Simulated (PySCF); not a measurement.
C4H8O2S, charge +1, doublet, at a GFN2-xTB geometry (a state made from the parent by changing its charge; the spin is typed, not shown lowest), with bond 11-5 at 1.4 times its length; PySCF with CASSCF(9,9)/STO-3G.

The PySCF input:
```python
from pyscf import gto, scf, mcscf
import numpy

mol = gto.Mole()
mol.atom = '''
    O     1.59468405    0.85473299   -0.69202083
    S     0.63158185    0.41107873    0.25265913
    O     0.77218712    0.68579639    1.63886818
    C    -1.09518909    0.93910315   -0.32114735
    C    -1.57515492   -0.31164901   -0.99618537
    C    -1.17354630   -1.47740275   -0.10340996
    C     0.32176174   -1.44250510    0.01174410
    H    -1.59735515    1.17823605    0.61472457
    H    -0.99374072    1.81201385   -0.96100753
    H    -2.66374095   -0.24872491   -1.12287368
    H    -0.96088965   -0.45689414   -2.38894160
    H    -1.47200804   -2.44311693   -0.53159871
    H    -1.64607274   -1.39563324    0.87790830
    H     0.74268370   -1.97541975    0.86057423
    H     0.85912035   -1.65873217   -0.91004934
'''
mol.basis = 'sto-3g'
mol.charge = 1
mol.spin = 1
mol.verbose = 4
mol.build()

mf = scf.ROHF(mol)
mf.kernel()
mc = mcscf.CASSCF(mf, 9, 9)
mc.fix_spin_(ss=0.75)
mc.kernel()
occ = numpy.linalg.eigvalsh(mc.fcisolver.make_rdm1(mc.ci, mc.ncas, mc.nelecas))[::-1]
ss = mc.fcisolver.spin_square(mc.ci, mc.ncas, mc.nelecas)[0]
print('natural occupations', occ.round(4), ' <S^2>', round(ss, 4))
```

Output, abridged:

```
PySCF version 2.14.0

[INPUT] verbose = 4
[INPUT] num. atoms = 15
[INPUT] num. electrons = 63
[INPUT] charge = 1
[INPUT] spin (= nelec alpha-beta = 2S) = 1
[INPUT] symmetry False subgroup None
[INPUT] Mole.unit = angstrom
[INPUT] Symbol           X                Y                Z      unit          X                Y                Z       unit  Magmom
[...]
nuclear repulsion = 428.256846104501
number of shells = 31
number of NR pGTOs = 141
number of NR cGTOs = 47
basis = sto-3g
ecp = {}

******** <class 'pyscf.scf.rohf.ROHF'> ********
method = ROHF
initial guess = minao
damping factor = 0
level_shift factor = 0
DIIS = <class 'pyscf.scf.diis.CDIIS'>
diis_start_cycle = 1
diis_space = 8
diis_damp = 0
SCF conv_tol = 1e-09
SCF conv_tol_grad = None
SCF max_cycles = 50
direct_scf = True
direct_scf_tol = 1e-13
num. doubly occ = 31  num. singly occ = 1
Set gradient conv threshold to 3.16228e-05
init E= -696.880984267959
[...]
cycle= 1 E= -694.107587546931  delta_E= 2.77  |g|= 0.883  |ddm|= 3.54
[...]
cycle= 2 E= -694.328868312622  delta_E= -0.221  |g|= 0.55  |ddm|= 1.63
[...]
cycle= 3 E= -694.448259356723  delta_E= -0.119  |g|= 0.0807  |ddm|= 0.716
[...]
cycle= 4 E= -694.453499480916  delta_E= -0.00524  |g|= 0.0545  |ddm|= 0.164
[...]
cycle= 5 E= -694.455198223099  delta_E= -0.0017  |g|= 0.0182  |ddm|= 0.0796
[...]
cycle= 6 E= -694.457343207342  delta_E= -0.00214  |g|= 0.0563  |ddm|= 0.123
[...]
cycle= 7 E= -694.456954734441  delta_E= 0.000388  |g|= 0.0525  |ddm|= 0.0168
[...]
cycle= 8 E= -694.454792788792  delta_E= 0.00216  |g|= 0.0219  |ddm|= 0.164
[...]
cycle= 9 E= -694.454858245601  delta_E= -6.55e-05  |g|= 0.00775  |ddm|= 0.0319
[...]
cycle= 10 E= -694.454916895307  delta_E= -5.86e-05  |g|= 0.00269  |ddm|= 0.0269
[...]
cycle= 11 E= -694.45492701773  delta_E= -1.01e-05  |g|= 0.00148  |ddm|= 0.00771
[...]
cycle= 12 E= -694.454934055383  delta_E= -7.04e-06  |g|= 0.00143  |ddm|= 0.00466
[...]
cycle= 13 E= -694.454863226798  delta_E= 7.08e-05  |g|= 0.000986  |ddm|= 0.0563
[...]
cycle= 14 E= -694.454821403476  delta_E= 4.18e-05  |g|= 0.000848  |ddm|= 0.0633
[...]
cycle= 15 E= -694.454820257698  delta_E= 1.15e-06  |g|= 0.000568  |ddm|= 0.00499
[...]
cycle= 16 E= -694.454816346701  delta_E= 3.91e-06  |g|= 0.000416  |ddm|= 0.0218
[...]
cycle= 17 E= -694.454816158192  delta_E= 1.89e-07  |g|= 0.000201  |ddm|= 0.00684
[...]
cycle= 18 E= -694.454816198144  delta_E= -4e-08  |g|= 0.000114  |ddm|= 0.000978
[...]
cycle= 19 E= -694.454816192671  delta_E= 5.47e-09  |g|= 8.07e-05  |ddm|= 0.000385
[...]
cycle= 20 E= -694.454816193354  delta_E= -6.83e-10  |g|= 4.96e-05  |ddm|= 0.000214
[...]
cycle= 21 E= -694.454816194187  delta_E= -8.34e-10  |g|= 3e-05  |ddm|= 0.00019
[...]
Extra cycle  E= -694.454816196942  delta_E= -2.75e-09  |g|= 2.59e-05  |ddm|= 0.000116
converged SCF energy = -694.454816196942

******** <class 'pyscf.mcscf.mc1step.CASSCF'> ********
CAS (5e+4e, 9o), ncore = 27, nvir = 11
max_cycle_macro = 50
max_cycle_micro = 4
conv_tol = 1e-07
conv_tol_grad = None
orbital rotation max_stepsize = 0.02
orbital rotation threshold for CI restart = 0.01
augmented hessian ah_max_cycle = 30
augmented hessian ah_conv_tol = 1e-12
augmented hessian ah_linear dependence = 1e-14
augmented hessian ah_level shift = 1e-08
augmented hessian ah_start_tol = 2.5
augmented hessian ah_start_cycle = 3
augmented hessian ah_grad_trust_region = 3
kf_trust_region = 3
kf_interval = 4
ci_response_space = 4
ci_grad_trust_region = 3
with_dep4 0
natorb = False
canonicalization = True
sorting_mo_energy = False
ao2mo_level = 2
internal_rotation = False
******** <class 'pyscf.fci.addons.SpinPenaltyFCISolver'> ********
max. cycles = 50
conv_tol = 1e-08
davidson only = True
linear dependence = 1e-12
level shift = 0.001
max iter space = 12
nroots = 1
pspace_size = 400
spin = None
CASCI E = -694.551154982542  S^2 = 0.7500000
Set conv_tol_grad to 0.000316228
macro iter   1 ( 21 JK    4 micro), CASSCF E = -694.582223214153  dE = -3.10682316e-02  S^2 = 0.7500000
[...]
               |grad[o]|=0.016  |grad[c]|=0.00633  |ddm|=0.00576  |maxRot[o]|=0.0581
macro iter   8 ( 21 JK    4 micro), CASSCF E = -694.614969631632  dE = -1.06438041e-04  S^2 = 0.7500000
               |grad[o]|=0.0115  |grad[c]|=0.0109  |ddm|=0.00579  |maxRot[o]|=0.0535
macro iter   9 ( 21 JK    4 micro), CASSCF E = -694.615926237031  dE = -9.56605399e-04  S^2 = 0.7500000
               |grad[o]|=0.0117  |grad[c]|=0.0163  |ddm|=0.0112  |maxRot[o]|=0.0749
macro iter  10 ( 21 JK    4 micro), CASSCF E = -694.615723361207  dE =  2.02875824e-04  S^2 = 0.7500000
               |grad[o]|=0.0102  |grad[c]|=0.0151  |ddm|=0.00477  |maxRot[o]|=0.0383
macro iter  11 ( 21 JK    4 micro), CASSCF E = -694.617272492203  dE = -1.54913100e-03  S^2 = 0.7500000
               |grad[o]|=0.0105  |grad[c]|=0.00412  |ddm|=0.00262  |maxRot[o]|=0.0413
macro iter  12 ( 21 JK    4 micro), CASSCF E = -694.617153763588  dE =  1.18728616e-04  S^2 = 0.7500000
               |grad[o]|=0.00713  |grad[c]|=0.00737  |ddm|=0.0023  |maxRot[o]|=0.0166
macro iter  13 ( 21 JK    4 micro), CASSCF E = -694.617815995722  dE = -6.62232134e-04  S^2 = 0.7500000
               |grad[o]|=0.00747  |grad[c]|=0.00259  |ddm|=0.00219  |maxRot[o]|=0.0244
macro iter  14 ( 20 JK    4 micro), CASSCF E = -694.617979591472  dE = -1.63595751e-04  S^2 = 0.7500000
               |grad[o]|=0.00552  |grad[c]|=0.00503  |ddm|=0.00228  |maxRot[o]|=0.00951
macro iter  15 ( 21 JK    4 micro), CASSCF E = -694.617993687701  dE = -1.40962291e-05  S^2 = 0.7500000
               |grad[o]|=0.00499  |grad[c]|=0.00778  |ddm|=0.00331  |maxRot[o]|=0.00361
macro iter  16 ( 17 JK    4 micro), CASSCF E = -694.617994738852  dE = -1.05115089e-06  S^2 = 0.7500000
               |grad[o]|=0.00495  |grad[c]|=0.00767  |ddm|=0.00182  |maxRot[o]|=0.00199
macro iter  17 ( 17 JK    4 micro), CASSCF E = -694.617998336591  dE = -3.59773821e-06  S^2 = 0.7500000
               |grad[o]|=0.00494  |grad[c]|=0.0084  |ddm|=0.00214  |maxRot[o]|=0.00082
macro iter  18 (  6 JK    2 micro), CASSCF E = -694.618542640164  dE = -5.44303573e-04  S^2 = 0.7500000
               |grad[o]|=0.00492  |grad[c]|=0.00191  |ddm|=0.00379  |maxRot[o]|=0.0471
macro iter  19 (  9 JK    4 micro), CASSCF E = -694.618551400736  dE = -8.76057254e-06  S^2 = 0.7500000
               |grad[o]|=0.00178  |grad[c]|=0.00252  |ddm|=0.00174  |maxRot[o]|=0.00602
macro iter  20 (  9 JK    4 micro), CASSCF E = -694.618550431795  dE =  9.68941208e-07  S^2 = 0.7500000
               |grad[o]|=0.00167  |grad[c]|=0.00252  |ddm|=0.00106  |maxRot[o]|=0.00115
macro iter  21 ( 14 JK    4 micro), CASSCF E = -694.618580321835  dE = -2.98900400e-05  S^2 = 0.7500000
               |grad[o]|=0.00166  |grad[c]|=0.00156  |ddm|=0.0011  |maxRot[o]|=0.00591
macro iter  22 (  9 JK    3 micro), CASSCF E = -694.618610743278  dE = -3.04214429e-05  S^2 = 0.7500000
               |grad[o]|=0.0012  |grad[c]|=0.00043  |ddm|=0.000921  |maxRot[o]|=0.0108
macro iter  23 (  7 JK    2 micro), CASSCF E = -694.618613968694  dE = -3.22541553e-06  S^2 = 0.7500000
               |grad[o]|=0.000392  |grad[c]|=0.000196  |ddm|=0.000639  |maxRot[o]|=0.00376
macro iter  24 (  4 JK    1 micro), CASSCF E = -694.618614210774  dE = -2.42080660e-07  S^2 = 0.7500000
               |grad[o]|=0.000137  |grad[c]|=0.000207  |ddm|=0.000283  |maxRot[o]|=0.001
macro iter  25 (  4 JK    1 micro), CASSCF E = -694.618614284522  dE = -7.37480832e-08  S^2 = 0.7500000
               |grad[o]|=9.43e-05  |grad[c]|=0.000145  |ddm|=0.000304  |maxRot[o]|=0.000238
1-step CASSCF converged in  25 macro (410 JK  89 micro) steps
CASSCF canonicalization
Density matrix diagonal elements [1.91423961 1.93597289 1.95870821 1.3858913  1.54635227 0.03722305
 0.07102201 0.08135809 0.06923257]
CASSCF energy = -694.618614284522
CASCI E = -694.618614284522  E(CI) = -18.7925664655706  S^2 = 0.7500000
natural occupations [1.9714 1.9622 1.953  1.9151 1.002  0.0849 0.0438 0.0395 0.0281]  <S^2> 0.75
```
